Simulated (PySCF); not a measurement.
H5GeNO2 (SMILES [NH2][GeH]([OH])[OH]), singlet, at a GFN2-xTB geometry, atoms displaced at random by about 0.03 Å a coordinate; PySCF with HF/STO-3G, gradient by finite differences.

The PySCF input:
```python
from pyscf import gto, scf

mol = gto.M(
    atom='''
Ge    0.05189977   -0.02923098    0.26877187
N    -1.29222057   -1.18112101    0.11301771
O    -0.32035527    1.54288118   -0.27747596
O     1.40361434   -0.40593635   -0.79312607
H     0.52708040    0.00536026    1.69290342
H    -2.10683078   -0.92971657    0.69008388
H    -1.64295554   -1.24013897   -0.82119928
H     0.33535227    2.06131783   -0.79574771
H     1.59630683   -1.41424968   -0.80467418
''',
    basis='sto-3g',
    verbose=4,
)

mf = scf.RHF(mol)
mf.conv_tol = 1e-11
mf.kernel()
scan, done = mf.as_scanner(), []
scan.scf_summary = {}
def energy(d):
    c = mol.atom_coords()
    c[7, 1] += d
    e = scan(mol.set_geom_(c, unit='Bohr', inplace=False))
    done.append(scan.converged)
    return e
h = 0.2
fd = (energy(h) - energy(-h)) / (2 * h)
print('dE/dx =', fd)
```

Q: What does PySCF print? Leave out banner, timings and long lists.

A: 
```
PySCF version 2.14.0

[INPUT] verbose = 4
[INPUT] num. atoms = 9
[INPUT] num. electrons = 60
[INPUT] charge = 0
[INPUT] spin (= nelec alpha-beta = 2S) = 0
[INPUT] symmetry False subgroup None
[INPUT] Mole.unit = angstrom
[INPUT] Symbol           X                Y                Z      unit          X                Y                Z       unit  Magmom
[...]
nuclear repulsion = 328.202428514124
number of shells = 22
number of NR pGTOs = 114
number of NR cGTOs = 38
basis = sto-3g
ecp = {}

******** <class 'pyscf.scf.hf.RHF'> ********
method = RHF
initial guess = minao
damping factor = 0
level_shift factor = 0
DIIS = <class 'pyscf.scf.diis.CDIIS'>
diis_start_cycle = 1
diis_space = 8
diis_damp = 0
SCF conv_tol = 1e-11
SCF conv_tol_grad = None
SCF max_cycles = 50
direct_scf = True
direct_scf_tol = 1e-13
Set gradient conv threshold to 3.16228e-06
Initial guess from minao.
init E= -2253.74583747548
[...]
cycle= 1 E= -2255.95077694621  delta_E= -2.2  |g|= 0.645  |ddm|= 3.57
[...]
cycle= 2 E= -2256.11057377748  delta_E= -0.16  |g|= 0.12  |ddm|=  1.1
[...]
cycle= 3 E= -2256.11643314602  delta_E= -0.00586  |g|= 0.0272  |ddm|= 0.218
[...]
cycle= 4 E= -2256.1168453023  delta_E= -0.000412  |g|= 0.00668  |ddm|= 0.0607
[...]
cycle= 5 E= -2256.11687425976  delta_E= -2.9e-05  |g|= 0.00173  |ddm|= 0.0189
[...]
cycle= 6 E= -2256.11687668301  delta_E= -2.42e-06  |g|= 0.00054  |ddm|= 0.00563
[...]
cycle= 7 E= -2256.11687694474  delta_E= -2.62e-07  |g|= 5.88e-05  |ddm|= 0.00242
[...]
cycle= 8 E= -2256.11687694778  delta_E= -3.04e-09  |g|= 1.42e-05  |ddm|= 0.000213
[...]
cycle= 9 E= -2256.11687694795  delta_E= -1.76e-10  |g|= 3.18e-06  |ddm|= 5.12e-05
[...]
cycle= 10 E= -2256.11687694797  delta_E= -1.55e-11  |g|= 1.02e-06  |ddm|= 9.58e-06
[...]
cycle= 11 E= -2256.11687694796  delta_E= 8.19e-12  |g|= 2.64e-07  |ddm|= 3.57e-06
[...]
Extra cycle  E= -2256.11687694797  delta_E= -5.46e-12  |g|= 1.27e-07  |ddm|= 6.75e-07
converged SCF energy = -2256.11687694797
Create scanner for <class 'pyscf.scf.hf.RHF'>

WARN: Mole.unit (angstrom) is changed to Bohr

New geometry
   1 Ge     0.051899770000  -0.029230980000   0.268771870000 AA    0.098076351228  -0.055238546553   0.507905224287 Bohr
   2 N     -1.292220570000  -1.181121010000   0.113017710000 AA   -2.441942969829  -2.231995228870   0.213572519126 Bohr
   3 O     -0.320355270000   1.542881180000  -0.277475960000 AA   -0.605383722861   2.915622872946  -0.524353570551 Bohr
   4 O      1.403614340000  -0.405936350000  -0.793126070000 AA    2.652446687112  -0.767108525506  -1.498791054553 Bohr
   5 H      0.527080400000   0.005360260000   1.692903420000 AA    0.996037601626   0.010129423356   3.199123819140 Bohr
   6 H     -2.106830780000  -0.929716570000   0.690083880000 AA   -3.981333165004  -1.756909690770   1.304069536177 Bohr
   7 H     -1.642955540000  -1.240138970000  -0.821199280000 AA   -3.104736005437  -2.343523009700  -1.551841732890 Bohr
   8 H      0.335352270000   2.167153272184  -0.795747710000 AA    0.633723945551   4.095326154383  -1.503745236150 Bohr
   9 H      1.596306830000  -1.414249680000  -0.804674180000 AA    3.016582719473  -2.672544566954  -1.520613819709 Bohr

******** <class 'pyscf.scf.hf.RHF_Scanner'> ********
method = RHF_Scanner
initial guess = minao
damping factor = 0
level_shift factor = 0
DIIS = <class 'pyscf.scf.diis.CDIIS'>
diis_start_cycle = 1
diis_space = 8
diis_damp = 0
SCF conv_tol = 1e-11
SCF conv_tol_grad = None
SCF max_cycles = 50
direct_scf = True
direct_scf_tol = 1e-13
Set gradient conv threshold to 3.16228e-06
init E= -2256.08651565587
[...]
cycle= 1 E= -2256.10854722076  delta_E= -0.022  |g|= 0.0189  |ddm|= 0.084
[...]
cycle= 2 E= -2256.1087722618  delta_E= -0.000225  |g|= 0.00785  |ddm|= 0.0392
[...]
cycle= 3 E= -2256.10882168554  delta_E= -4.94e-05  |g|= 0.00312  |ddm|= 0.0203
[...]
cycle= 4 E= -2256.10883019887  delta_E= -8.51e-06  |g|= 0.000421  |ddm|= 0.0111
[...]
cycle= 5 E= -2256.10883035089  delta_E= -1.52e-07  |g|= 0.000117  |ddm|= 0.0014
[...]
cycle= 6 E= -2256.10883036187  delta_E= -1.1e-08  |g|= 3.47e-05  |ddm|= 0.000352
[...]
cycle= 7 E= -2256.10883036299  delta_E= -1.13e-09  |g|= 5.38e-06  |ddm|= 0.000133
[...]
cycle= 8 E= -2256.10883036301  delta_E= -2e-11  |g|= 1.36e-06  |ddm|= 1.7e-05
[...]
cycle= 9 E= -2256.10883036301  delta_E= 3.64e-12  |g|= 4.3e-07  |ddm|= 4.11e-06
[...]
Extra cycle  E= -2256.10883036301  delta_E= -2.73e-12  |g|= 1.95e-07  |ddm|= 1.05e-06
converged SCF energy = -2256.10883036301

WARN: Mole.unit (angstrom) is changed to Bohr

New geometry
   1 Ge     0.051899770000  -0.029230980000   0.268771870000 AA    0.098076351228  -0.055238546553   0.507905224287 Bohr
   2 N     -1.292220570000  -1.181121010000   0.113017710000 AA   -2.441942969829  -2.231995228870   0.213572519126 Bohr
   3 O     -0.320355270000   1.542881180000  -0.277475960000 AA   -0.605383722861   2.915622872946  -0.524353570551 Bohr
   4 O      1.403614340000  -0.405936350000  -0.793126070000 AA    2.652446687112  -0.767108525506  -1.498791054553 Bohr
   5 H      0.527080400000   0.005360260000   1.692903420000 AA    0.996037601626   0.010129423356   3.199123819140 Bohr
   6 H     -2.106830780000  -0.929716570000   0.690083880000 AA   -3.981333165004  -1.756909690770   1.304069536177 Bohr
   7 H     -1.642955540000  -1.240138970000  -0.821199280000 AA   -3.104736005437  -2.343523009700  -1.551841732890 Bohr
   8 H      0.335352270000   1.955482387816  -0.795747710000 AA    0.633723945551   3.695326154383  -1.503745236150 Bohr
   9 H      1.596306830000  -1.414249680000  -0.804674180000 AA    3.016582719473  -2.672544566954  -1.520613819709 Bohr

******** <class 'pyscf.scf.hf.RHF_Scanner'> ********
method = RHF_Scanner
initial guess = minao
damping factor = 0
level_shift factor = 0
DIIS = <class 'pyscf.scf.diis.CDIIS'>
diis_start_cycle = 1
diis_space = 8
diis_damp = 0
SCF conv_tol = 1e-11
SCF conv_tol_grad = None
SCF max_cycles = 50
direct_scf = True
direct_scf_tol = 1e-13
Set gradient conv threshold to 3.16228e-06
init E= -2256.16899016085
[...]
cycle= 1 E= -2256.11553890669  delta_E= 0.0535  |g|= 0.0395  |ddm|= 0.184
[...]
cycle= 2 E= -2256.11643988311  delta_E= -0.000901  |g|= 0.0153  |ddm|= 0.0807
[...]
cycle= 3 E= -2256.11660090055  delta_E= -0.000161  |g|= 0.00459  |ddm|= 0.0404
[...]
cycle= 4 E= -2256.11661459235  delta_E= -1.37e-05  |g|= 0.000686  |ddm|= 0.0134
[...]
cycle= 5 E= -2256.11661491551  delta_E= -3.23e-07  |g|= 0.000167  |ddm|= 0.00196
[...]
cycle= 6 E= -2256.11661493387  delta_E= -1.84e-08  |g|= 4.71e-05  |ddm|= 0.000437
[...]
cycle= 7 E= -2256.11661493561  delta_E= -1.75e-09  |g|= 7.13e-06  |ddm|= 0.000157
[...]
cycle= 8 E= -2256.11661493565  delta_E= -3.91e-11  |g|= 1.59e-06  |ddm|= 2.29e-05
[...]
cycle= 9 E= -2256.11661493566  delta_E= -5.46e-12  |g|= 3.88e-07  |ddm|= 4.52e-06
[...]
Extra cycle  E= -2256.11661493566  delta_E= 9.09e-13  |g|= 1.59e-07  |ddm|= 8.94e-07
converged SCF energy = -2256.11661493566
dE/dx = 0.019461431613763125
```
